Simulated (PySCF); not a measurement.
Spectra and structures to be paired. The calculation used PySCF 2.14.0, density-fitted response routines, TDDFT CAM-B3LYP/def2-SVPD, vertical, gas phase, core orbitals frozen in the response. Geometries: GFN2-xTB; one conformer of each isolated species. Triplets are in the Tamm–Dancoff approximation.

A. `F[C@H]1C[C@@H](/C=N/[SiH3])C1`
B. `[P@@H](CC#N)(C)=S`
C. `C(C#C/C=C\OC(F)F)#C`

Lowest singlet levels (six at most, fewer where fewer were computed) with oscillator strengths:

1. 4.31 eV (f 0.006); 4.45 eV (f 0.131); 4.47 eV (f 0.007); 6.11 eV (f 0.793); 6.47 eV (f 0.039); 6.71 eV (f 0.001); T1 2.98 eV
2. 4.25 eV (f 0.000); 6.30 eV (f 0.026); 7.31 eV (f 0.216); 7.40 eV (f 0.269); 7.47 eV (f 0.005); 7.56 eV (f 0.102); T1 3.69 eV
3. 5.78 eV (f 0.005); 5.87 eV (f 0.019); 6.02 eV (f 0.005); 6.23 eV (f 0.044); 6.30 eV (f 0.024); 6.46 eV (f 0.085); T1 5.30 eV

Question: Match each spectrum to its molecule.

Answer: 1 = C, 2 = A, 3 = B.
- A: S1 at 4.25 eV, HOMO→LUMO (95%); Löwdin shares by element: HOMO nitrogen 55%, carbon 20% or more, silicon 10% (atoms not listed hold the other 16%); LUMO carbon 33% or more, nitrogen 31%, hydrogen 6% or more, silicon 6% (atoms not listed hold the other 24%); HOMO -8.36 and LUMO 0.42 eV.
- B: S1 at 5.78 eV, HOMO→LUMO (52%), HOMO→LUMO+1 (25%); Löwdin shares by element: HOMO sulfur 74%, phosphorus 15%, carbon 6% or more; LUMO carbon 28% or more, sulfur 23%, nitrogen 14% (atoms not listed hold the other 35%); HOMO -8.35 and LUMO 0.62 eV.
- C: S1 at 4.31 eV, HOMO-1→LUMO (48%), HOMO→LUMO+1 (40%); Löwdin shares by element: HOMO carbon 62% or more (atoms not listed hold the other 38%); LUMO carbon 62% or more (atoms not listed hold the other 38%); HOMO -8.15 and LUMO -0.75 eV.
A and C have S1 within 0.06 eV of each other; their strongest listed levels stand at 7.40 eV (f 0.269) and 6.11 eV (f 0.793).
